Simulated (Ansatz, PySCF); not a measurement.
Two conformers of C4H12Si (SMILES CC[SiH2]CC), B3LYP-D3(BJ)/def2-TZVP minima.
Conformer 1 (charge 0, multiplicity 1):
| atom | x (Å) | y (Å) | z (Å) |
|---|---|---|---|
| C | 2.0036 | 0.2807 | 0.7302 |
| C | 1.3799 | -0.7209 | -0.2498 |
| Si | -0.0010 | 0.0069 | -1.3037 |
| C | -1.3782 | 0.7243 | -0.2378 |
| C | -2.0040 | -0.2891 | 0.7287 |
| H | 2.8139 | -0.1709 | 1.3064 |
| H | 1.2655 | 0.6543 | 1.4432 |
| H | 2.4158 | 1.1460 | 0.2061 |
| H | 2.1473 | -1.1195 | -0.9203 |
| H | 0.9837 | -1.5834 | 0.2950 |
| H | 0.5564 | 1.0775 | -2.1733 |
| H | -0.5614 | -1.0547 | -2.1823 |
| H | -2.1452 | 1.1351 | -0.9014 |
| H | -0.9781 | 1.5775 | 0.3187 |
| H | -2.4222 | -1.1440 | 0.1925 |
| H | -2.8102 | 0.1578 | 1.3142 |
| H | -1.2658 | -0.6775 | 1.4336 |
Conformer 2 (charge 0, multiplicity 1):
```xyz
17

C      2.84558    -0.29951     0.25739
C      1.55993    -0.05022    -0.54106
Si    -0.00426    -0.07092     0.50542
C     -1.54861     0.23697    -0.52533
C     -2.84988     0.22900     0.28657
H      2.98447     0.45787     1.03183
H      2.82161    -1.27193     0.75388
H      3.72883    -0.27950    -0.38466
H      1.45545    -0.80271    -1.32943
H      1.61728     0.91555    -1.05358
H     -0.12239    -1.38677     1.19108
H      0.09716     0.96852     1.56599
H     -1.59254    -0.52227    -1.31292
H     -1.43250     1.19654    -1.03954
H     -3.72096     0.41050    -0.34670
H     -2.83916     0.99969     1.06025
H     -3.00000    -0.73081     0.78549
```

No zero-point or thermal terms.

Rows in 3-21G carry no dispersion term and start afresh at each structure.

Programs: Ansatz (Gaussian basis) for Hartree–Fock, density functionals and correlated methods; PySCF for 3-21G rows, the dispersion terms. 

### Question
One of these levels gives -0.15 kcal/mol for the electronic energy of conformer 2 less that of conformer 1. Which one is it?
A) BLYP-D4/def2-TZVPP
B) HF/cc-pV(T+d)Z
C) HF/3-21G

### Answer
C, HF/3-21G. The others give -0.53 (HF/cc-pV(T+d)Z), 0.32 (BLYP-D4/def2-TZVPP)

Ansatz is a first-principles code.
